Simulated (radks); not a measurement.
Species: the cobalt ion Co+. Configuration: [Ar] 3d6.5 4s1.5 (fractional occupations, a model configuration).

Calculated with a radial shooting solver on a logarithmic mesh with Libxc functionals: scalar-relativistic Kohn-Sham, LDA (Slater exchange, Perdew-Wang correlation), spin-polarised, spherical densities, point nucleus; open shells are filled with parallel spins first.

Energy parts (hartree):
total: -1390.46030
kinetic: 1407.82470
electron-nucleus: -3322.52335
Hartree: 580.92016
exchange-correlation: -56.68181

Orbitals (lengths in bohr, moments of r in powers of bohr):
| orbital | occ. | eigenvalue (hartree) | <r^2> |
|---|---|---|---|
| 1s up | 1 | -278.8746 | 0.004260 |
| 1s down | 1 | -278.8728 | 0.004260 |
| 2s up | 1 | -33.44403 | 0.07748 |
| 2s down | 1 | -33.37041 | 0.07728 |
| 2p up | 3 | -28.74449 | 0.06242 |
| 2p down | 3 | -28.68754 | 0.06221 |
| 3s up | 1 | -4.24470 | 0.6887 |
| 3s down | 1 | -4.10114 | 0.6938 |
| 3p up | 3 | -2.90441 | 0.7766 |
| 3p down | 3 | -2.76423 | 0.7864 |
| 3d up | 5 | -0.78764 | 1.290 |
| 3d down | 1.5 | -0.65829 | 1.420 |
| 4s up | 1 | -0.53049 | 7.126 |
| 4s down | 0.5 | -0.48457 | 7.701 |

The highest occupied level is 4s down at -13.186 eV. Summed over all electrons, <r^2> = 26.16 bohr^2, which gives a Langevin (diamagnetic) susceptibility term of -20.7 x 10^-6 cm^3/mol. Spin moment in Bohr magnetons: 4.
